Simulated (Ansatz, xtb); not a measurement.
## Relaxing a trial structure of F2H3SiSn

The starting geometry of this gas-phase doublet was built from a drawn formula by distance geometry and a force field; its bonds are those of `[F][SnH]([F])[SiH2]`.

```csv
atom,x (Å),y (Å),z (Å)
F,-2.3854,1.4115,-1.1939
F,-0.4276,-0.6002,0.2560
Si,0.4681,2.9450,0.5591
Sn,-0.4855,1.0848,-0.7763
H,0.3673,0.8480,-2.2818
H,0.3565,4.1881,-0.3078
H,-0.2842,3.1279,1.7774
```

Task: Predict what it relaxes into with r2SCAN-D4/def2-SVP.

Result: It keeps its bonds, and is `[F][SnH]([F])[SiH2]`.

The energy falls by 0.18 eV over 12 steps:

```json
{"step": "1", "E − E(last) (eV)": "0.180"}
{"step": "2", "E − E(last) (eV)": "0.020"}
{"step": "3", "E − E(last) (eV)": "0.009"}
{"step": "5", "E − E(last) (eV)": "0.001"}
{"step": "6", "E − E(last) (eV)": "0.000"}
{"step": "7", "E − E(last) (eV)": "0.000"}
{"step": "8", "E − E(last) (eV)": "0.000"}
{"step": "10", "E − E(last) (eV)": "0.000"}
{"step": "11", "E − E(last) (eV)": "0.000"}
{"step": "12", "E − E(last) (eV)": "0.000"}
```

Final geometry (Å):

```xyz
7

F    -2.3569    1.2744   -1.1828
F    -0.3836   -0.5044    0.2240
Si    0.4170    3.0136    0.5818
Sn   -0.4468    1.0949   -0.8730
H     0.2242    0.6560   -2.3854
H     0.5297    4.3004   -0.1686
H    -0.3744    3.1700    1.8368
```

From the same start GFN2-xTB ends elsewhere, differing in F1–Si3 (1.63 against 3.72 Å here), F1–Sn4 (3.47 against 1.94 Å here).

The end wasn't checked by frequencies. Open shells are spin-unrestricted. Atoms past krypton carry core potentials, without spin–orbit terms. Run with Ansatz 0.2.0, 30 s on 2 threads of Intel(R) Xeon(R) 6975P-C (Granite Rapids), with other jobs on the host.
